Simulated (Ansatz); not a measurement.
Geometry optimisation, Ansatz 0.2.0, RHF/cc-pVDZ.

Input file:

```yaml
crystal:
  periodic: [false, false, false]
  atoms:
    - { symbol: B, position_ang: [-0.039033, -0.428264, -0.138821] }
    - { symbol: Cl, position_ang: [0.053648, -0.796173, 1.670191] }
    - { symbol: O, position_ang: [1.09115, -0.41222, -0.853819] }
    - { symbol: H, position_ang: [1.88203, -0.537348, -0.354234] }
    - { symbol: O, position_ang: [-1.235614, -0.307596, -0.721939] }
    - { symbol: H, position_ang: [-1.974587, -0.349675, -0.135389] }
    - { symbol: F, position_ang: [0.045183, 1.99538, 0.579728] }
    - { symbol: H, position_ang: [0.096324, 1.765996, 1.458582] }
basis:
  gaussian: { orbitals: cc-pVDZ }
hamiltonian:
  xc: hf
relax:
  f_tol: 0.03
  max_steps: 50
```

Launched with:

```bash
$ ansatz run input.yaml --threads 1 --pin off --max-ram 2048MiB --backend cpu --events-out ev --progress --plain --runs-dir out
```

Question: Where does it end, and by what steps?

Answer: The forces met the threshold. After 11 steps the energy has fallen by 0.073 eV; F7 moved furthest, 0.47 Å.

| step | energy less start (eV) | largest force component (eV/Å) | accepted |
| --- | --- | --- | --- |
| 0 | 0.0000 | 0.400 | yes |
| 1 | -0.0537 | 0.299 | yes |
| 2 | -0.0630 | 0.230 | yes |
| 3 | -0.0690 | 0.080 | yes |
| 4 | -0.0709 | 0.096 | yes |
| 5 | -0.0695 | 0.572 | no |
| 6 | -0.0716 | 0.107 | yes |
| 7 | -0.0728 | 0.089 | yes |
| 8 | -0.0730 | 0.085 | yes |
| 9 | -0.0237 | 1.619 | no |
| 10 | -0.0730 | 0.086 | yes |
| 11 | -0.0733 | 0.006 | yes |

```xyz
8
Properties=species:S:1:pos:R:3
B -0.052 -0.555 -0.196
Cl 0.037 -0.749 1.612
O 1.075 -0.552 -0.914
H 1.869 -0.619 -0.407
O -1.244 -0.463 -0.792
H -1.983 -0.469 -0.204
F 0.093 2.397 0.814
H 0.123 1.939 1.592
```

Whether the end is a true minimum wasn't checked by a vibrational analysis.

The run took 28 s on 1 thread of Arm Neoverse V1, with other jobs on the host, peak memory 0.17 GiB.
